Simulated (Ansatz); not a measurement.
Frontier orbitals of `FC[SiH](F)CCl`.

The species carries charge 0 and has multiplicity 1. Geometry: relaxed with PBE0-D4/def2-TZVP. It is one conformer, not always the lowest. Basis def2-TZVPP, Ansatz.

```json
{"functional": "PBE", "HOMO (eV)": "-6.98", "LUMO (eV)": "-1.14", "gap (eV)": "5.84"}
{"functional": "revPBE", "HOMO (eV)": "-6.92", "LUMO (eV)": "-1.02", "gap (eV)": "5.90"}
{"functional": "r2SCAN", "HOMO (eV)": "-7.29", "LUMO (eV)": "-0.81", "gap (eV)": "6.48"}
{"functional": "PBE0", "HOMO (eV)": "-8.38", "LUMO (eV)": "-0.12", "gap (eV)": "8.26"}
{"functional": "r2SCANh", "HOMO (eV)": "-7.81", "LUMO (eV)": "-0.44", "gap (eV)": "7.37"}
{"functional": "ωB97M-V", "HOMO (eV)": "-10.64", "LUMO (eV)": "1.76", "gap (eV)": "12.40"}
```

From PBE to PBE0 the HOMO moves by −1.40 eV and the LUMO by +1.02 eV, and with ωB97M-V by −3.66 and +2.90 eV, so the gap grows from 5.85 to 12.40 eV with exact exchange. A positive LUMO is unbound and depends on the basis.
